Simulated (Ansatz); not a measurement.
`CBN(C)C` + H–F → `CN(C)BF` + CH₄  (ligand exchange at a B–C bond)

Isolated molecules relaxed with PBE0-D4/def2-TZVP in Ansatz; ΔE leaves out vibrations. CCSD(T)/CBS is the MP2 limit (def2-TZVPP, def2-QZVPP) plus CCSD(T) − MP2 in def2-TZVPP, frozen cores. This one scheme is used for every species. DFT in def2-TZVPP. B3LYP here is the variant with VWN-RPA as its local correlation; programs differ in this. HSE06 is defined as in plane-wave codes. Each species was taken in one conformer, which may not be the lowest.

Task: Is it downhill or uphill in electronic energy at CCSD(T)/CBS, and by how much? (Estimate.)

Result: Computed: Downhill: ΔE = -137.6 kJ/mol.

Task: What do these levels give: B3LYP-D4, HSE06-D4, ωB97M-V, PBE, r2SCANh, SCS-MP2/def2-QZVPP? (Best estimate.)

Result: The calculation gave: B3LYP-D4 -149.3, HSE06-D4 -139.0, ωB97M-V -146.0, PBE -142.3, r2SCANh -150.4, SCS-MP2/def2-QZVPP -143.0 kJ/mol.

Largest T1 diagnostic among the species: 0.012.

The D4 term adds +6.6 kJ/mol with B3LYP and +3.8 kJ/mol with PBE0; it sums over pairs of atoms, weighted by their polarisabilities, and B3LYP, whose exchange is more repulsive, gets the larger term. In def2-TZVPP, CCSD(T) changes the Hartree–Fock value by +27.8 kJ/mol (the triples alone add +2.9 kJ/mol) and MP2 by +30.0 kJ/mol. At CCSD(T), def2-SVP lies −24.2 kJ/mol from the extrapolated value and def2-TZVPP −3.7 kJ/mol.
